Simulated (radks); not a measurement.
Values are calculated unless marked as measured or tabulated.
Problem. These are the eigenvalues of the occupied orbitals of an atom or ion with whole-number occupations (eV). Level of theory: non-relativistic Kohn-Sham, PBE, spin-polarised, spherical densities, point nucleus (a radial shooting solver on a logarithmic mesh with Libxc functionals).

| orbital | eigenvalue |
|---|---|
| 1s | -8755.025 |
| 2s | -1048.160 |
| 2p | -919.9429 |
| 3s | -119.4942 |
| 3p | -79.6749 |
| 3d | -13.7515 |

Which element is it, and in what charge state? The configuration may be excited. Open shells, if any, are filled with parallel spins first.

Solution. Z = 29, copper, charge +1: Cu+ in [Ar] 3d10. The list shows which subshells hold electrons but not how many an open one holds; the 1s level, -321.74 hartree, gives Z - s = 25.4 by -(Z - s)^2/2, which with screening narrows Z to a few neighbours, and the depths of the outer levels then fix element, charge and occupations together.
